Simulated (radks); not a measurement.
Q: These are the eigenvalues of the occupied orbitals of an atom or ion with whole-number occupations (hartree). Method: scalar-relativistic Kohn-Sham, PBEsol, spin-polarised, spherical densities, finite nucleus; Fermi nuclear charge, rms radius of each element as measured or else 0.836 A^(1/3) + 0.57 fm; computed with a radial shooting solver on a logarithmic mesh with Libxc functionals.

| orbital | eigenvalue |
|---|---|
| 1s up | -873.3175 |
| 1s down | -873.3130 |
| 2s up | -149.5967 |
| 2s down | -149.2554 |
| 2p up | -136.9673 |
| 2p down | -136.7091 |
| 3s up | -45.86004 |
| 3s down | -45.45744 |
| 3p up | -41.71961 |
| 3p down | -41.30726 |
| 3d up | -35.48064 |
| 3d down | -34.99208 |

Which element is it, and in what charge state? The configuration may be excited. Open shells, if any, are filled with parallel spins first.

A: Z = 45, rhodium, charge +21: Rh21+ in [Ar] 3d6. The list shows which subshells hold electrons but not how many an open one holds; the 1s level, -873.32 hartree, gives Z - s = 41.8 by -(Z - s)^2/2, which with screening and relativity narrows Z to a few neighbours, and the depths of the outer levels then fix element, charge and occupations together.
